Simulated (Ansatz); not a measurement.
One change: `CCBO` becomes `CCBS`.

Ansatz, PBE0-D4/def2-TZVP geometries, multiplicity 1. Each molecule was computed in one conformer, which needn't be the lowest.

```tsv
property	`CCBO`
size of the dipole moment (PBE/def2-TZVPP) / D	1.81
HOMO energy (PBE0/def2-TZVPP) / eV	-8.28
HOMO–LUMO gap (PBE0/def2-TZVPP) / eV	8.39
HOMO–LUMO gap (PBE/def2-TZVPP) / eV	5.95
LUMO energy (PBE0/def2-TZVPP) / eV	0.11
LUMO energy (ωB97M-V/def2-TZVPP) / eV	1.97
```

Q: What does the change do to each property? (Estimate.)

A: Ansatz gave: 
```csv
property,`CCBS`,shift
size of the dipole moment (PBE/def2-TZVPP) / D,1.30,-0.51
HOMO energy (PBE0/def2-TZVPP) / eV,-8.09,0.19
HOMO–LUMO gap (PBE0/def2-TZVPP) / eV,7.28,-1.11
HOMO–LUMO gap (PBE/def2-TZVPP) / eV,5.17,-0.78
LUMO energy (PBE0/def2-TZVPP) / eV,-0.81,-0.92
LUMO energy (ωB97M-V/def2-TZVPP) / eV,1.15,-0.82
```

With PBE0 the HOMO rises by 0.19 eV and the LUMO falls by 0.92 eV, so the gap narrows by about 1.11 eV. PBE moves the HOMO by -0.08 eV and ωB97M-V by 0.32 eV. Dipoles are sizes alone; their direction can turn.
